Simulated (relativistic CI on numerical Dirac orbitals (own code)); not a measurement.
## What each ingredient does to the levels of Ir³⁰⁺

Base calculation: Dirac-Coulomb-Breit CI, separate exchange-only KLI orbitals for each configuration, model QED (radiative potential, 1s self-energy scaled to tabulated hydrogen-like ionisation energies), unscaled Slater integrals.

Configuration list (outside the closed core [Ar] 3d10): 4s²4p⁶4d¹⁰4f, 4s²4p⁶4d⁹4f², 4s²4p⁶4d¹⁰5s, 4s²4p⁶4d¹⁰5p, 4s²4p⁵4d¹⁰4f², 4s²4p⁶4d¹⁰5d, 4s4p⁶4d¹⁰4f², 4s²4p⁶4d⁹4f5s, 4s²4p⁴4d¹⁰4f³, 4s²4p⁶4d⁹5s², 4s²4p⁶4d¹⁰5f, 4s²4p⁶4d⁸4f²5s, 4s²4p⁶4d⁹4f5p, 4s²4p⁶4d⁹5s5p, 4s²4p⁶4d¹⁰6s, 4s²4p⁶4d¹⁰5g. Levels of other configurations are missing.

Variants: (1) Breit term removed; (2) configuration mixing switched off. Shifts of the energy above 4s²4p⁶4d¹⁰4f ²F°5/2, in cm⁻¹, for the lowest level and the first level of each name with at least 55 % of one term (blank where a level changes its place among those of its configuration and J or its character, or is not in the variant):

| Level | Base | Δ(1) | Δ(2) |
| --- | --- | --- | --- |
| 4s²4p⁶4d¹⁰4f ²F°5/2 | 0 | 0 | 0 |
| 4s²4p⁶4d¹⁰4f ²F°7/2 | 39007 | +1882 | -8 |
| 4s²4p⁶4d¹⁰5s ²S1/2 | 1402252 | -3589 | +79491 |
| 4s²4p⁶4d⁹4f² ⁴F3/2 | 1666949 | +3295 | -5299 |
| 4s²4p⁶4d⁹4f² ⁴F5/2 | 1671913 | +3058 | -5525 |
| 4s²4p⁶4d⁹4f² ⁴D3/2 | 1732964 | +3505 | -5586 |
| 4s²4p⁶4d⁹4f² ⁴K15/2 | 1734139 | +6633 | -5840 |
| 4s²4p⁶4d⁹4f² ⁴K17/2 | 1750521 | +8279 | -5841 |
| 4s²4p⁶4d⁹4f² ⁴H13/2 | 1752461 | +6371 | -5252 |
| 4s²4p⁶4d⁹4f² ²D3/2 | 1774256 | +4617 | -4987 |
| 4s²4p⁶4d⁹4f² ²L17/2 | 1792282 | +8019 | -5831 |
| 4s²4p⁶4d⁹4f² ²I13/2 | 1792591 | +7535 | -5464 |
| 4s²4p⁶4d⁹4f² ⁴I15/2 | 1795849 | +7826 | -5831 |
| 4s²4p⁶4d⁹4f² ²G9/2 | 1801445 | +5967 | -5433 |

At this charge energies of transitions that change n are usually good to better than 1 %, and those within a shell (Δn = 0) to a few per cent.

Ionisation energy from the two ground configurations alone: base 1062.61 eV. The NIST ASD value (theoretical) is 1080 eV.

LS names give the leading component of a level, which can be under half, so a name can repeat, a term be missing and a line seem to break the LS rules.
